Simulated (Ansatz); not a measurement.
Coupled-cluster diagnostics for cyclo-(H2SiCH2)2 (C2H8Si2), Ansatz.

Geometry of the singlet (PBE-D4/def2-SVP):

```xyz
12

Si    0.4340   -1.1343    0.5474
H    -0.4156   -2.1256    1.3004
H     1.8537   -1.6390    0.5167
C     0.2645    0.6698    1.1784
Si   -0.4353    1.1340   -0.5469
H     0.4101    2.1283   -1.3007
H    -1.8565    1.6346   -0.5135
C    -0.2627   -0.6694   -1.1790
H     1.2201    1.1645    1.4448
H    -0.4400    0.8073    2.0232
H    -1.2168   -1.1652   -1.4489
H     0.4446   -0.8049   -2.0218
```

Correlated methods freeze 12 core orbitals.

Q: Estimate the CCSD(T) correlation energy, the shares of MP2 and (T), T1 and the reference's ⟨S²⟩ for: charge 0, singlet, own geometry in def2-TZVPP; and the rough time on 4 threads of Intel Xeon on a shared host.

A: 
| state | basis | correlation (eV) | MP2 share (%) | (T) share (%) | T1 | ⟨S²⟩ (pure) | wall time |
| --- | --- | --- | --- | --- | --- | --- | --- |
| charge 0, singlet, own geometry | def2-TZVPP | -18.431 | 87.9 | 3.9 | 0.011 | 0.00 (0.00) | 4.6 min |
Customary marks for T1 are 0.02 (closed shells), 0.045 (open shells) and about 0.05 (3d metals). T1 stays under 0.02 throughout.
